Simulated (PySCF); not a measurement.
## Deuteron quadrupole couplings in `C[C@@H]1[SiH2]C=C1C#CCF`

Species: C7H9FSi.
Cartesian coordinates in Å at the GFN2-xTB level; atoms count from 1:
```xyz
18
C7H9FSi angstrom
C     -1.351    1.609   -0.136
C     -1.359    0.208   -0.728
Si    -2.641   -1.079   -0.051
C     -0.931   -1.725    0.402
C     -0.275   -0.692   -0.163
C      1.095   -0.423   -0.251
C      2.275   -0.186   -0.331
C      3.677    0.142   -0.453
F      3.861    1.346   -1.102
H     -0.424    2.127   -0.384
H     -1.435    1.567    0.948
H     -2.185    2.192   -0.523
H     -1.281    0.283   -1.816
H     -3.405   -1.820   -1.053
H     -3.491   -0.598    1.035
H     -0.486   -2.570    0.903
H      4.206   -0.618   -1.044
H      4.143    0.243    0.536
```

Level: PBE0/pcSseg-1 (PySCF, non-relativistic); Q(2H) = 0.00286 b; rigid geometry, the same for H and D, with no vibrational averaging.

Question: Rank these positions by the coupling χzz of a deuteron there, largest first.
A. H16 (vinylic hydrogen)
B. H10 (methyl hydrogen)
C. H12 (methyl hydrogen)
D. H18 (methylene hydrogen)
E. H15 (Si–H hydrogen)

Answer: A (226 kHz), C (212 kHz), B (208 kHz), D (189 kHz), E (110 kHz).

Give the electric field gradient Vzz (the principal value of largest size), its asymmetry and the 2H coupling at each hydrogen.

```tsv
atom	bonded to	bond length (Å)	Vzz (au)	η	χzz (kHz)
H10	C1	1.090	0.3088	0.02	208
H11	C1	1.089	0.3118	0.03	209
H12	C1	1.088	0.3152	0.02	212
H13	C2	1.093	0.3069	0.04	206
H14	Si3	1.461	0.1639	0.00	110
H15	Si3	1.461	0.1641	0.01	110
H16	C4	1.078	0.3370	0.02	226
H17	C8	1.098	0.2815	0.07	189
H18	C8	1.098	0.2815	0.07	189
```

Average by the element that carries the hydrogen.

on C: 206 kHz over 7 positions, mean bond length 1.091 Å; on Si: 110 kHz over 2 positions, mean bond length 1.461 Å.

How does χzz go with the bond length over the 7 C–H bonds?

A straight-line fit has a slope of -19.0 kHz for each 0.01 Å, with a correlation coefficient of -0.97, over lengths from 1.078 to 1.098 Å. The longer bonds have the smaller couplings here.

Give the 2H NMR doublet splittings at H13 for a magnetic field along the z, y and x axes of the gradient: 3χ/2, 3χ(1 + η)/4, 3χ(1 − η)/4.

With |χ| = 206.2 kHz and η = 0.043: 309, 161 and 148 kHz, to first order and without motion.

Geometry: GFN2-xTB; no solvent, vibrations or thermal averaging. GFN2-xTB bond lengths can be off by several hundredths of an ångström, more for odd bonds, and the gradients follow them. The basis is small and wasn't made for field gradients, so the couplings can be 20 % off.
